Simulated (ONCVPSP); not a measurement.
# Which change was made? (Ca, ONCV)

ONCVPSP 4.0.1 input, shortened (lines: element, Z, core and valence counts, functional; n l f; lmax; l rc ep ncon nbas qcut; lloc lpopt rc5 dvloc0; l nproj debl; icmod fcfact rcfact), PBE, scalar-relativistic:

```
  Ca 20.00    3    2        4      upf
    1    0    2.00
    2    0    2.00
    2    1    6.00
    3    0    2.00
    3    1    6.00
    2
    0    1.85    0.00    4    8    7.50
    1    1.15    0.00    5    8    8.40
    2    1.55    0.16    4    8    5.70
    4    5    1.05    0.00
    0    2    2.80
    1    2    3.30
    2    3    1.00
    3    5.50    1.25
```

In the d channel the program set the typed energies aside and used 0.050, 1.050, 2.050 Ha.

Cutoffs, loose and tight: the cutoffs (Ha) at which the residual kinetic energy of the hardest occupied pseudo-wave falls to 1 and 0.1 mHa per electron. They do not see the model core or the augmentation charge, which bear on the density cutoff. Test errors are all-electron minus pseudo excitation energies from the reference, over the configurations 3s2 3p6 4s2; 3s2 3p6 4s1; 3s2 3p6 4s1.5; 3s1 3p6 4s2; variants that change the core or the reference have their own tests.

The base gives: outcome: generated, projector energies reset by the program; cutoff, loose: 28 Ha; cutoff, tight: 40 Ha; bound ghosts: d; GHOST(+) flags above zero: none; largest test error (meV): -89.

Task: After one change the result is: outcome: generated; cutoff, loose: 93 Ha; cutoff, tight: 240 Ha; bound ghosts: d; GHOST(+) flags above zero: d; largest test error (meV): 4 of 4 tests not solved or not reliable. Which change was it?
A. s: qcut 9.6
B. all radii but the core radius scaled by about 1.08 (s 2.00, p 1.24, d 1.68 bohr); local potential polynomial inside 1.14 bohr (lpopt 5, dvloc0 0 Ha)
C. p: rc 0.8; local potential polynomial inside 0.80 bohr (lpopt 5, dvloc0 0 Ha)
D. reference 3s2 3p6 3d1 4s1; waves 3s+4s: rc 1.85 bohr, ncon 4, nbas 8, qcut 7.5 1/bohr, 2 projectors; 3d: rc 1.15 bohr, ncon 4, nbas 8, qcut 7.7 1/bohr, 3 projectors, debl 1 Ha

Result: D. The others give: all radii but the core radius scaled by about 1.08 (s 2.00, p 1.24, d 1.68 bohr); local potential polynomial inside 1.14 bohr (lpopt 5, dvloc0 0 Ha) → outcome: generated, projector energies reset by the program; cutoff, loose: 28 Ha; cutoff, tight: 45 Ha; bound ghosts: d; GHOST(+) flags above zero: d; largest test error (meV): -130 | s: qcut 9.6 → outcome: generated, projector energies reset by the program; cutoff, loose: 28 Ha; cutoff, tight: 40 Ha; bound ghosts: d; GHOST(+) flags above zero: none; largest test error (meV): -24 | p: rc 0.8; local potential polynomial inside 0.80 bohr (lpopt 5, dvloc0 0 Ha) → outcome: generated, projector energies reset by the program; cutoff, loose: 299 Ha; cutoff, tight: 332 Ha; bound ghosts: p, d; GHOST(+) flags above zero: s, p; largest test error (meV): -88.
